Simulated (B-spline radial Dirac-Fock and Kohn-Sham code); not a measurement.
Core and valence levels of W⁴⁺

System: the W⁴⁺ ion, [Xe] 4f14 5d2, inside a Watson sphere of charge -4 and radius 1.6 Å (a model of the Madelung potential; inside it an electron's potential energy is raised by 36.0 eV); nuclear rms radius 5.3658 fm (A = 184).

Model: Dirac-Fock ΔSCF + Breit + QED. Program: a radial atomic solver. Correlation and solid-state effects are left out. Energies are counted from the vacuum level.

All terms are in eV, carry their sign (relaxation lowers the binding energy) and add up to the binding energy; ⟨r⟩ is the mean radius of the orbital in the initial state.

```csv
subshell,−ε (Koopmans),relaxation,Gaunt,retardation,self-energy,vacuum polarisation,binding energy,⟨r⟩ (bohr)
K (1s),69976.1,-87.00,-252.08,22.97,-148.18,28.10,69539.9,0.018
L1 (2s),12220.7,-51.62,-27.49,1.93,-21.33,3.79,12126.0,0.077
L2 (2p1/2),11660.9,-56.11,-47.39,5.07,-0.13,0.16,11562.5,0.064
L3 (2p3/2),10305.4,-53.02,-32.53,6.88,-1.56,-0.14,10225.0,0.072
M1 (3s),2882.3,-28.73,-4.90,0.30,-4.89,0.85,2845.0,0.200
M2 (3p1/2),2634.1,-29.74,-8.73,0.82,-0.13,0.04,2596.3,0.190
M3 (3p3/2),2336.4,-28.10,-5.69,1.28,-0.39,-0.04,2303.5,0.205
M4 (3d3/2),1924.1,-30.80,-3.72,0.33,0.35,-0.04,1890.2,0.180
M5 (3d5/2),1860.1,-30.21,-2.48,0.36,0.17,-0.04,1827.8,0.184
N1 (4s),633.4,-11.14,-0.99,0.06,-1.18,0.20,620.4,0.450
N2 (4p1/2),529.4,-10.95,-1.79,0.17,-0.02,0.01,516.8,0.456
N3 (4p3/2),459.7,-9.85,-1.06,0.27,-0.08,-0.01,449.0,0.487
N4 (4d3/2),288.6,-9.46,-0.48,0.04,0.08,-0.01,278.7,0.505
N5 (4d5/2),275.5,-9.10,-0.22,0.05,0.05,-0.01,266.3,0.516
N6 (4f5/2),59.39,-7.87,0.14,-0.04,0.05,-0.01,51.67,0.591
N7 (4f7/2),56.97,-7.66,0.23,-0.04,0.04,-0.01,49.54,0.600
O1 (5s),101.1,-1.78,-0.14,0.01,-0.20,0.04,99.01,1.074
O2 (5p1/2),66.78,-1.54,-0.23,0.02,0.00,0.00,65.03,1.168
O3 (5p3/2),56.06,-1.27,-0.12,0.04,0.00,0.00,54.70,1.256
"O4,5 (5d)",13.78,-0.50,0.00,0.00,0.01,0.00,13.29,1.718
```

For the deepest level, K (1s), the Breit terms make up -0.329 % of the binding energy, QED -0.173 % and orbital relaxation -0.125 %.

Spin-orbit splittings: 2p 1337.5 eV, 3p 292.9 eV, 3d 62.40 eV, 4p 67.81 eV, 4d 12.48 eV, 4f 2.13 eV, 5p 10.33 eV.

Values without a named source are computed, but for edge energies of neutral atoms, which are taken from tables.
